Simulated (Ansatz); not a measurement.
Isolated molecules relaxed with PBE0-D4/def2-TZVP in Ansatz; ΔE leaves out vibrations. CCSD(T)/CBS adds triple-zeta CCSD(T) − MP2 to the extrapolated MP2 energy (def2 sets, frozen cores). This one scheme is used for every species. For Ge outer-core shells are correlated without core-valence functions, which leaves a few kJ/mol of doubt a bond. Scalar relativity is left out up to krypton. One conformer a species, not always the lowest.

Reaction (formal hydrolysis of a Ge–F bond): `[OH][GeH]([F])[SiH3]` + H₂O → `[OH][GeH]([OH])[SiH3]` + H–F

```
                species  HF/def2-SVP energy (Eh)
 `[OH][GeH]([F])[SiH3]`              -2541.07236
                    H₂O                -75.96088
`[OH][GeH]([OH])[SiH3]`              -2517.07980
                    H–F                -99.93236
```

(1) Work out ΔE.

Largest T1 diagnostic among the species: 0.013.

Results:

(1) ΔE = (-2517.07980) + (-99.93236) − (-2541.07236) − (-75.96088) = 0.02108 Eh = +0.57 eV. CCSD(T)/CBS gives +0.39 eV.

Leaving LDA and LC-ωPBE aside and taking each functional with its dispersion term where it has one, the values, not all of them listed here, spread over 0.09 eV, from revPBE-D4 to B97M-V. LDA lies −0.06 eV from PBE without D4. At CCSD(T), def2-SVP lies +0.07 eV from the extrapolated value and def2-TZVPP −0.01 eV. In def2-TZVPP, CCSD(T) changes the Hartree–Fock value by −0.15 eV (the triples alone add −0.02 eV) and MP2 by −0.18 eV.
